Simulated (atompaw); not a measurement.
# LDA (PW92) PAW (atompaw) dataset for bromine, scalar-relativistic all-electron reference.

* Element: bromine
* Generator: atompaw 4.2.0.5
* Type: PAW
* Functional: LDA (PW92)
* Relativity: scalar-relativistic
* Frozen core: [Ar]
* Valence charge: 17
* Reference configuration: 3d10 4s2 4p5
* Partial waves: 4s (bound): rc 1.20 bohr; 4s channel at -1 Ry: rc 1.45 bohr; 4p (bound): rc 1.45 bohr; 4p channel at 0.75 Ry: rc 1.45 bohr; 3d (bound): rc 0.70 bohr; 3d channel at -4 Ry: rc 0.70 bohr
* Local potential: bessel scheme, radius 1.30 bohr
* Core correction: smooth core density matched at 1.20 bohr
* Augmentation charge: sinc compensation charge, radius 1.45 bohr; PAW radius 1.45 bohr; waves and projectors: custom polynom gramschmidtortho

Task: Does the generator finish with these settings?

Result: No. atompaw 4.2.0.5 stopped with "atompaw: The overlap operator has at least one negative eigenvalue!": the overlap operator built from these waves and projectors is not positive definite.
